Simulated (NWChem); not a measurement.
## Cl3Ga

```xyz
4

Ga     0.0000     0.0000     0.0000
Cl     0.0000     0.0000     2.1397
Cl     1.8530     0.0000    -1.0698
Cl    -1.8530     0.0000    -1.0698
```
Charge 0, spin multiplicity 1.

All runs are NWChem calculations. Structure: optimised with PBE/def2-SVP, a minimum by its harmonic frequencies.

Symmetry labels belong to the abelian group C2v used in the runs, with the axes of the coordinates shown; states degenerate in a higher group split over its labels.

The Hamiltonian is non-relativistic. B3LYP has NWChem's definition, with VWN1-RPA local correlation. The structure started from a generated list of species.

Problem. List the lowest 6 singlet excitations that TD-B3LYP/def2-SVP, VWN1-RPA local correlation gives, with oscillator strengths.

Solution. 
| state | symmetry | energy (eV) | wavelength (nm) | f |
|---|---|---|---|---|
| 1 | b1 | 5.49 | 226 | 0.000 |
| 2 | b2 | 5.75 | 216 | 0.000 |
| 3 | a2 | 5.75 | 216 | 0.000 |
| 4 | a1 | 5.92 | 210 | 0.034 |
| 5 | b1 | 5.92 | 210 | 0.034 |
| 6 | a2 | 6.16 | 201 | 0.000 |
